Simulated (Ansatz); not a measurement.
Level of theory: Ansatz (an electronic-structure program) with frozen-core CCSD(T)/cc-pVTZ // B3LYP-D3(BJ)/def2-TZVP.

Ansatz 0.2 input:
```yaml
crystal:
  periodic: [false, false, false]
  atoms:
    - { symbol: Al, position_ang: [-0.000003, -0.000001, 0.000167] }
    - { symbol: H, position_ang: [1.578676, -0.074244, 0.0001] }
    - { symbol: H, position_ang: [-0.853635, -1.33006, 0.000221] }
    - { symbol: H, position_ang: [-0.725037, 1.404303, -0.000488] }
basis:
  gaussian: { orbitals: cc-pVTZ }
correlation:
  method: ccsd_t
```

Output:

```
Functional definition: HF
442 factors; integrals over basis functions are off by at most 1.3e-3 eV
mean field evaluation 1: about -6629.4548 eV, gradient 8.7e0 eV
mean field evaluation 2: about -6629.4608 eV, gradient 8.7e0 eV
mean field evaluation 4: about -6629.8990 eV, gradient 3.4e-1 eV
mean field evaluation 8: about -6629.8992 eV, gradient 7.3e-5 eV
mean field evaluation 16: about -6629.8992 eV, gradient 1.8e-6 eV
mean field -6629.89924214 eV, -243.6443032417 hartree, gradient 1.8e-6 eV, S^2 0.000000; 0 other end points of the search recorded, 0 dependent functions left out
5 core orbitals not correlated
reference -6629.89924214 eV, -243.6443032417 hartree; 3, 3 occupied and 68, 68 virtual orbitals, 442 factors
second order -2.55386999 eV of doubles, -0.00000000 eV of singles
cycle   1  -3.00702293 eV  change   -4.5e-1 eV  update   5.1e-2
cycle   2  -3.19301086 eV  change   -1.9e-1 eV  update   1.8e-2
cycle   3  -3.19671574 eV  change   -3.7e-3 eV  update   3.4e-3
cycle   4  -3.19662451 eV  change    9.1e-5 eV  update   1.1e-3
cycle   5  -3.19637535 eV  change    2.5e-4 eV  update   3.2e-4
cycle   6  -3.19634291 eV  change    3.2e-5 eV  update   6.4e-5
cycle   7  -3.19636949 eV  change   -2.7e-5 eV  update   1.7e-5
cycle   8  -3.19637282 eV  change   -3.3e-6 eV  update   5.0e-6
perturbative correction -0.04263964 eV, -0.0015669778 hartree
Total energy: -6633.13825460 eV, -243.7633347539 hartree
```

Cost: very roughly 0.9 core-seconds.
